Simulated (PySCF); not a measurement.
Vertical excitations of a molecule C₃H₆FNSi from TDA-LC-ωPBE/def2-SVPD run with PySCF 2.14.0, as energy in eV (oscillator strength): 4.48 (0.000), 7.19 (0.001), 7.50 (0.022), 7.61 (0.008), 7.80 (0.056), 7.89 (0.163), 8.09 (0.006), 8.41 (0.110), 8.69 (0.037), 8.78 (0.028). Lowest triplet (TDA): 3.50 eV. Coordinates come from a TPSSh-D3(BJ)/def2-SVP optimisation. One conformer was computed; it need not be the lowest.

Pick the molecule that these values belong to.
A. C#CCN[SiH2]F
B. C[C@@]1(F)N=C[SiH2]1
C. F[C@@H]1CN=C[SiH2]1
D. FC=C=CN[SiH3]

C, F[C@@H]1CN=C[SiH2]1
